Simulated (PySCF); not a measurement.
# Assignment exercise: C₆H₁₂O₂

Bonds (- single, = double, # triple, : aromatic): C1-O2, O2-C3, C3-C4, C4-O5, O5-C6, C6-C7, C7-C8, C8-C6. C1 carries H9, H10, H11; C3 carries H12, H13; C4 carries H14, H15; C6 carries H16; C7 carries H17, H18; C8 carries H19, H20. H17, H19 are cis to O5 on the ring; H18, H20 are trans to O5 on the ring.

How the numbers were obtained: coordinates at the GFN2-xTB level, GIAO PBE0/pcSseg-1 shieldings, in PySCF 2.14 (in vacuum, rapidly exchanging positions averaged, non-relativistic Hamiltonian, one computed conformer).

Chemical shifts δ = σref − σ; ¹³C (σ = 186.93 ppm) and ¹H (σ = 31.72 ppm) vs TMS, all at this level.

**Question.** Assign these signals to the numbered atoms. ¹³C{¹H} NMR (computed): δ 79.1 (CH2), 75.8 (CH2), 61.2 (CH3), 58.1 (CH), 7.4 (CH2).

**Answer.** 
| δ (ppm) | atoms | environment | reason |
| --- | --- | --- | --- |
| 79.1 | C3 | sp3 CH2 bonded to O | deshielded by the electronegative neighbour |
| 75.8 | C4 | sp3 CH2 bonded to O | – |
| 61.2 | C1 | methyl carbon bonded to O | deshielded by the electronegative neighbour |
| 58.1 | C6 | three-membered-ring carbon | the inductive effect lowers its shielding |
| 7.4 | C7/C8 | three-membered-ring carbon | – |

**Question.** Assign these signals to the numbered atoms. ¹H NMR (600 MHz, computed): δ 3.95 (t, 2H), 3.53 (t, 2H), 3.50 (s, 3H), 2.94 (m, 1H), 0.52 (m, 2H), 0.35 (m, 2H).

**Answer.** 
| δ (ppm) | atoms | environment | reason |
| --- | --- | --- | --- |
| 3.95 | H14/H15 | hydrogen on an sp3 CH2 bonded to O | its carbon carries O, hence the downfield position |
| 3.53 | H12/H13 | hydrogen on an sp3 CH2 bonded to O | – |
| 3.50 | H9/H10/H11 | hydrogen on a methyl carbon bonded to O | its carbon carries O, an electronegative neighbour |
| 2.94 | H16 | hydrogen on a three-membered-ring carbon | its carbon carries O, hence the downfield position |
| 0.52 | H17/H19 | hydrogen on a three-membered-ring carbon | – |
| 0.35 | H18/H20 | hydrogen on a three-membered-ring carbon | – |

H12/H13 and H9/H10/H11 lie closer than the usual error of such a calculation, so a measured spectrum could show them in the other order.

Shifts are as computed. Against solution values, carbons near 30 ppm lie about +3 ppm off and those near 130 ppm about +5 ppm (rms about the fit 2.1 ppm; single classes can miss by 10 ppm). Of 1328 compounds with measured shifts, 309 miss one by over three times the rms of a fit or turn the order of signals round; such compounds aren't used in these exercises. Signals without a measured value on file couldn't be tested in this way; 1H shifts scatter by 0.2 ppm about their fit, and single ones miss by 0.5 ppm. Multiplicities follow the n + 1 count of equivalent neighbours, as no J values were calculated; m marks all less simple cases, F and P coupling included.
